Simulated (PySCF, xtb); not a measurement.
CsF, SMILES [F][Cs].

Harmonic wavenumbers (cm⁻¹) from GFN2-xTB (xtb 6.7.1) at its own minimum, in rising order: 199.

Task: What does PBE-D3(BJ)/def2-TZVPD (PySCF 2.14.0) give at its own minimum? (An estimate is asked for; the answer gives what the named calculation found.)

Result: 346. Paired by order, the mean absolute difference is 147 cm⁻¹ and the zero-point energies are 0.3 and 0.5 kcal/mol.
